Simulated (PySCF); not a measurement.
BFCl2, SMILES B(Cl)(F)Cl. Atoms are numbered in the order given.

```xyz
4

B      0.0000     0.0000    -0.3582
F      0.0000     0.0000    -1.6737
Cl     0.0000    -1.5206     0.4957
Cl     0.0000     1.5206     0.4957
```
Charge 0, spin multiplicity 1.

Geometry optimised at ωB97X-D3(BJ)/def2-SVP.

Level of theory: PBE/def2-TZVPD in PySCF.

Symmetry labels are those of the subgroup C2v that the program uses (full group C2v).

Computed valence orbital energies around the gap with their symmetry:
```json
[
 {"orbital": "HOMO−7", "symmetry": "B2", "energy (eV)": "-12.41"},
 {"orbital": "HOMO−6", "symmetry": "A1", "energy (eV)": "-12.30"},
 {"orbital": "HOMO−5", "symmetry": "B1", "energy (eV)": "-12.05"},
 {"orbital": "HOMO−4", "symmetry": "B2", "energy (eV)": "-9.85"},
 {"orbital": "HOMO−3", "symmetry": "B1", "energy (eV)": "-9.29"},
 {"orbital": "HOMO−2", "symmetry": "A1", "energy (eV)": "-8.89"},
 {"orbital": "HOMO−1", "symmetry": "A2", "energy (eV)": "-8.53"},
 {"orbital": "HOMO", "symmetry": "B2", "energy (eV)": "-8.01"},
 {"orbital": "LUMO", "symmetry": "B1", "energy (eV)": "-2.16"},
 {"orbital": "LUMO+1", "symmetry": "A1", "energy (eV)": "-0.73"},
 {"orbital": "LUMO+2", "symmetry": "A1", "energy (eV)": "0.34"},
 {"orbital": "LUMO+3", "symmetry": "B2", "energy (eV)": "0.44"}
]
```
